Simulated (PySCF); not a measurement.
Give a PBE0-D3(BJ)/def2-SVP geometry of `C#CC1=C[C@@H](C)[Si@@H](O)C1`.

```
atom  x, y, z in Å
C1     3.7999   -0.4866   -0.9329
C2     2.6754   -0.3257   -0.5029
C3     1.3574   -0.1843    0.0232
C4     0.5842    0.8973   -0.2261
C5    -0.7956    0.9867    0.3668
C6    -1.8596    1.4397   -0.6327
Si7   -1.0096   -0.7673    1.0726
O8    -1.9266   -1.7479    0.0788
C9     0.7918   -1.2791    0.9082
H10    4.7937   -0.6177   -1.3184
H11    0.9567    1.7069   -0.8644
H12   -0.7717    1.7074    1.2085
H13   -2.8442    1.5494   -0.1507
H14   -1.6056    2.4149   -1.0798
H15   -1.9661    0.7142   -1.4539
H16   -1.5685   -0.7874    2.4612
H17   -2.8803   -1.6348    0.1112
H18    0.9195   -2.2749    0.4541
H19    1.3148   -1.3051    1.8797
```

Any rigid rotation of these coordinates is as good. Atoms count from 1 in this order. The C–Si distances run from 1.880 Å (Si7–C9, drawn single) to 1.903 Å (C5–Si7, drawn single), a spread of 0.023 Å. Si7 (oxygen-bound silicon) has angles from 96.4° to 115.8°. The 5-membered ring C3–C4–C5–Si7–C9 has internal angles of 96.4° to 119.9° (sum 538°, against 540° for a flat polygon); it is puckered, 0.08 Å rms from its mean plane, widest ring torsion 13°. The C–C distances run from 1.215 Å (C1≡C2, drawn triple) to 1.528 Å (C5–C6, drawn single), a spread of 0.313 Å.

Bonds between heavy atoms (Å): C1≡C2 1.215, C2–C3 1.426, C3=C4 1.353, C4–C5 1.504, C5–C6 1.528, C5–Si7 1.903, Si7–O8 1.670, Si7–C9 1.880, C3–C9 1.517.

Theory: PBE0-D3(BJ)/def2-SVP geometry optimisation, gas phase in PySCF 2.14.0.

Point group: C1 (no symmetry element, even within 0.4 Å). Stationary, but not proved a minimum. One conformer, not necessarily the lowest (C5–Si7–O8–H -79°, C3–C4–C5–C6 -134°, C4–C5–Si7–O8 -100°, C5–Si7–C9–C3 -13°, C2–C3–C9–Si7 -171°).
